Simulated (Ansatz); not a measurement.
Program: Ansatz. Geometries: PBE0-D4/def2-TZVP. ΔE: electronic, gas phase. CBS: MP2 limit from def2 TZ/QZ plus the TZ coupled-cluster correction, frozen cores. DFT in def2-TZVPP. B3LYP here is the variant with VWN-RPA as its local correlation; programs differ in this. HSE06 is defined as in plane-wave codes. Elements past krypton have def2 core potentials. For Sn outer-core shells are correlated without core-valence functions, which leaves a few kJ/mol of doubt a bond. One conformer a species, not always the lowest.

Consider the cleavage of the Si–B bond: `[SiH3]B[CH2][SnH3]` + `O=C(O)O` → `O=C(O)O[SiH3]` + `B[CH2][SnH3]`.

(1) Is it downhill or uphill in electronic energy at CCSD(T)/CBS, and by how much? (Best estimate.)

(2) What do these levels give: B3LYP-D4, r2SCAN0-D4, HSE06-D4, CAM-B3LYP-D4, ωB97X-V, B2PLYP, PBE-QIDH, PBE, HSE06, MP2/def2-SVP, HF/def2-TZVPP, MP2/def2-TZVPP? (Best estimate.)

Largest T1 diagnostic among the species: 0.014.

Answers

(1) The calculation gave: Downhill: ΔE = -91.1 kJ/mol.

(2) The calculation gave: B3LYP-D4 -91.6, r2SCAN0-D4 -88.5, HSE06-D4 -74.9, CAM-B3LYP-D4 -98.0, ωB97X-V -91.4, B2PLYP -98.2, PBE-QIDH -88.1, PBE -71.2, HSE06 -77.6, MP2/def2-SVP -84.8, HF/def2-TZVPP -118.8, MP2/def2-TZVPP -96.9 kJ/mol.

From BLYP to BHLYP (50 % exact exchange), in def2-TZVPP and without D4, ΔE moves by −14.0 kJ/mol. At CCSD(T), def2-SVP lies +11.6 kJ/mol from the extrapolated value and def2-TZVPP −0.0 kJ/mol.
